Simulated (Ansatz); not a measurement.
Input for Ansatz (a program for electronic structure): U-r2SCAN/def2-TZVPP on C2H4N (SMILES [CH]=NC), 2S+1 = 2, atoms moved off the minimum.

Ansatz 0.2 input:
```yaml
crystal:
  periodic: [false, false, false]
  atoms:
    - {symbol: C, position_ang: [1.39665371, -0.22161126, -0.01324941]}
    - {symbol: N, position_ang: [0.10847170, -0.36790773, -0.26562001]}
    - {symbol: C, position_ang: [-1.05207027, 0.29062508, 0.23145302]}
    - {symbol: H, position_ang: [1.76700581, 0.70703760, 0.39240301]}
    - {symbol: H, position_ang: [-1.59732182, 0.58894628, -0.51582355]}
    - {symbol: H, position_ang: [-1.54080313, -0.47472010, 0.70476414]}
    - {symbol: H, position_ang: [-0.75313239, 1.16335766, 0.78435243]}
basis:
  gaussian:
    orbitals: def2-TZVPP
hamiltonian:
  xc: {name: r2SCAN}
magnetization: {spin_polarized: true, initial_magnetization: 1}
output: {forces: true}
```

The log:

```
WARN ansatz: RAYON_NUM_THREADS=1 ignored (pool sized by the plan → 1); use --threads N
Functional definition: r2SCAN
integrals: 0.04 GiB planned
751 factors; their error is unknown
mean field: 0.57 GiB planned
mean field evaluation 1: about -3617.6726 eV, gradient 4.0e1 eV
mean field evaluation 2: about -3597.4848 eV, gradient 7.3e1 eV
mean field evaluation 4: about -3624.6380 eV, gradient 3.1e0 eV
mean field evaluation 8: about -3624.6997 eV, gradient 1.9e-1 eV
mean field evaluation 16: about -3624.6844 eV, gradient 4.4e-3 eV
mean field -3624.68438731 eV, -133.2046943344 hartree, gradient 8.6e-5 eV, S^2 0.760234; 0 other end points of the search recorded, 0 dependent functions left out
the calculation of the forces begins
reference -3624.68439856 eV, -133.2046947479 hartree; 12, 11 occupied and 137, 138 virtual orbitals, 751 factors
Total energy: -3624.68439856 eV, -133.2046947479 hartree
Atom 0 at     1.396654    -0.221611    -0.013249 Å, force    -7.067527    -0.472566    -1.596601 eV/Å
Atom 1 at     0.108472    -0.367908    -0.265620 Å, force     7.173558    -0.590806     0.374717 eV/Å
Atom 2 at    -1.052070     0.290625     0.231453 Å, force     4.280074     0.045802     2.220847 eV/Å
Atom 3 at     1.767006     0.707038     0.392403 Å, force     0.760223     0.448447     0.510873 eV/Å
Atom 4 at    -1.597322     0.588946    -0.515824 Å, force    -3.189795     1.581602    -4.411765 eV/Å
Atom 5 at    -1.540803    -0.474720     0.704764 Å, force    -1.677808    -1.327618     1.925936 eV/Å
Atom 6 at    -0.753132     1.163358     0.784352 Å, force    -0.278725     0.315139     0.975993 eV/Å
Dipole moment:    -0.254772     0.358630     0.198239 e Å
```

The run converged.

Cost: very roughly 2.5 core-seconds.
